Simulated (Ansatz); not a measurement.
System: sum formula Si$_{2}$N$_{2}$H$_{7}$, net charge 0, doublet state. It need not be the lowest isomer of its formula. 
Coordinates optimised at B3LYP-D3(BJ)/def2-TZVP (Ansatz, a program for electronic structure):
```
N
H 1 1.0117
Si 1 1.7173 2 115.16
Si 1 1.7329 2 115.68 3 171.08
N 3 1.7505 1 112.96 2 84.00
H 5 1.0240 3 113.27 1 178.31
H 4 1.4792 1 106.88 2 178.72
H 4 1.4831 7 109.81 1 120.34
H 4 1.4832 7 109.25 8 117.63
H 3 1.4834 1 108.07 2 -156.03
H 3 1.4863 10 111.42 1 -119.34
```
Charge 0, spin multiplicity 2.

Basis-set convergence of Hartree-Fock and CCSD correlation energies (hartree) with Ansatz. Cores are frozen in the correlated levels unless marked. Open shells are spin-unrestricted. No spin-orbit coupling. No relativistic terms.

```
basis            functions       E(HF)  E(corr, CCSD)
---------------  ---------  ----------  -------------
aug-cc-pV(D+d)Z        173  -690.89126       -0.59609
aug-cc-pV(T+d)Z        363           ?              ?
```

Task: What belongs in the gaps?

Result: 
- aug-cc-pV(T+d)Z, E(HF): -690.95160
- aug-cc-pV(T+d)Z, E(corr, CCSD): -0.69967
